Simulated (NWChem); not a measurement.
System: C3H4O; SMILES C1OC=C1

Input file for NWChem:

```
start job
memory heap 200 mb stack 900 mb global 1100 mb
geometry units angstroms noautosym nocenter noautoz
  C     -0.503660    -0.931966     0.000000
  C      0.797294    -0.553841     0.000000
  O      0.629254     0.821730     0.000000
  C     -0.819955     0.545809     0.000000
  H     -1.076291    -1.863447     0.000000
  H      1.806774    -0.993198     0.000000
  H     -1.292078     0.971210    -0.910662
  H     -1.292078     0.971210     0.910662
end
basis spherical
  C library 6-31g*
  O library 6-31g*
  H library 6-31g*
end
dft
  xc b3lyp
  iterations 150
end
property
  efieldgrad
end
task dft property
```

NWChem printed, in part:

```
             Northwest Computational Chemistry Package (NWChem) 7.3.0
             --------------------------------------------------------

                             Geometry "geometry" -> ""
                             -------------------------

 Output coordinates in angstroms (scale by  1.889725989 to convert to a.u.)

  No.       Tag          Charge          X              Y              Z
 ---- ---------------- ---------- -------------- -------------- --------------
    1 C                    6.0000    -0.50366000    -0.93196600     0.00000000
    2 C                    6.0000     0.79729400    -0.55384100     0.00000000
    3 O                    8.0000     0.62925400     0.82173000     0.00000000
    4 C                    6.0000    -0.81995500     0.54580900     0.00000000
    5 H                    1.0000    -1.07629100    -1.86344700     0.00000000
    6 H                    1.0000     1.80677400    -0.99319800     0.00000000
    7 H                    1.0000    -1.29207800     0.97121000    -0.91066200
    8 H                    1.0000    -1.29207800     0.97121000     0.91066200

 Effective nuclear repulsion energy (a.u.)     114.2391732097

                              NWChem Property Module
                              ----------------------

  itol2e modified to match energy
  convergence criterion.

                                 NWChem DFT Module
                                 -----------------

 Summary of "ao basis" -> "ao basis" (spherical)
 ------------------------------------------------------------------------------
       Tag                 Description            Shells   Functions and Types
 ---------------- ------------------------------  ------  ---------------------
 C                           6-31g*                  6       14   3s2p1d
 O                           6-31g*                  6       14   3s2p1d
 H                           6-31g*                  2        2   2s

  itol2e modified to match energy
  convergence criterion.

[...]

          -----------------------
          Electric field gradient
          -----------------------

 1 a.u. = 0.324123 10**(16) esu/cm**3  ( or statvolts/cm**2 ) = 0.97174 10**(22) v/m**2

 ------------------------------------------------------------
   Atom      X         Y         Z
 ------------------------------------------------------------
    1 C   -0.95178  -1.76116   0.00000
 ------------------------------------------------------------

 Electric field gradient in molecular frame (a.u.)
         XX             YY             ZZ             XY             XZ             YZ
 ------------------------------------------------------------------------------------------
        0.050600      -0.039079      -0.011521       0.040223      -0.000000      -0.000000

 Principal components (a.u.) and orientation
 of principal axis w.r.t. absolute frame                      Asymmetry parameter eta
 --------------------------------------------------------------------------------------
        0.065997      -0.054476      -0.011521                       0.650852

        0.933913      -0.357499       0.000000
        0.357499       0.933913       0.000000
       -0.000000      -0.000000       1.000000

 ------------------------------------------------------------
   Atom      X         Y         Z
 ------------------------------------------------------------
    2 C    1.50667  -1.04661   0.00000
 ------------------------------------------------------------

 Electric field gradient in molecular frame (a.u.)
         XX             YY             ZZ             XY             XZ             YZ
 ------------------------------------------------------------------------------------------
        0.286667      -0.193517      -0.093150       0.065308       0.000000      -0.000000

 Principal components (a.u.) and orientation
 of principal axis w.r.t. absolute frame                      Asymmetry parameter eta
 --------------------------------------------------------------------------------------
        0.295391      -0.202241      -0.093150                       0.369312

        0.991196      -0.132402       0.000000
        0.132402       0.991196      -0.000000
       -0.000000       0.000000       1.000000

 ------------------------------------------------------------
   Atom      X         Y         Z
 ------------------------------------------------------------
    3 O    1.18912   1.55284   0.00000
 ------------------------------------------------------------

 Electric field gradient in molecular frame (a.u.)
         XX             YY             ZZ             XY             XZ             YZ
 ------------------------------------------------------------------------------------------
       -1.041299      -0.557606       1.598905       0.526036       0.000000      -0.000000

 Principal components (a.u.) and orientation
 of principal axis w.r.t. absolute frame                      Asymmetry parameter eta
 --------------------------------------------------------------------------------------
        1.598905      -1.378420      -0.220485                       0.724205

        0.000000       0.841938       0.539574
       -0.000000      -0.539574       0.841938
        1.000000      -0.000000       0.000000

 ------------------------------------------------------------
   Atom      X         Y         Z
 ------------------------------------------------------------
    4 C   -1.54949   1.03143   0.00000
 ------------------------------------------------------------

[...]
```

Level: B3LYP/6-31G* (spherical d). All runs use the structure optimised with PBE-D3(BJ)/def2-SVP. NWChem prints the field gradient with the sign opposite to the second derivative of the potential.
